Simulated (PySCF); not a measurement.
All values below come from B3LYP-D3(BJ)/def2-TZVP run with PySCF. All species are isolated molecules in the gas phase. One relaxed conformer stands for a flexible species; it need not be the lowest. B3LYP has the VWN-RPA correlation part, as in Gaussian. 

Reference species (SMILES): `CC[SiH]=[SiH2]` (C–C–Si–Si torsion 20°) (neutral, multiplicity 1).

The HOMO comes out as -5.58 eV and the LUMO is -1.89 eV.

Changed species: `[SiH3]/C=C\[SiH3]`.

**Question.** Give the shifts of the HOMO and LUMO.

**Answer.** the HOMO falls by 2.18 eV, to -7.76 eV; the LUMO increases by 0.58 eV, to -1.31 eV.
